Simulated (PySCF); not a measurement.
# C⁺: ionisation energy

C⁺ [He] 2s2 2p1 (2P) → C²⁺ [He] 2s2 (1S), as a difference of total energies. All numbers are calculated (PySCF 2.14, the non-relativistic Hamiltonian (point nucleus), in aug-cc-pVDZ). Correlated levels: valence: 1s2 frozen. The calculations carry no spin-orbit coupling.

```json
{"method": "UHF", "ionisation energy (eV)": "24.180"}
{"method": "TPSS", "ionisation energy (eV)": "25.032"}
{"method": "MN15", "ionisation energy (eV)": "24.455"}
{"method": "MP2 (valence)", "ionisation energy (eV)": "24.236"}
{"method": "SCS-MP2 (valence)", "ionisation energy (eV)": "24.190"}
{"method": "CCSD (valence)", "ionisation energy (eV)": "24.051"}
{"method": "CCSD(T) (valence)", "ionisation energy (eV)": "24.070"}
```

Errors of the correlated levels include the incompleteness of this basis and the frozen core.

The coupled-cluster amplitudes are large for C²⁺ (T1 above 0.03 or a double amplitude above 0.15), so a single reference is strained.

Problem. Which method comes closest to the reference value, and which is furthest?

Solution. The reference is 24.378 eV (measured; NIST levels, between the centres of gravity of the two terms). Closest: MN15 (error 0.077 eV); furthest: TPSS (error 0.654 eV).
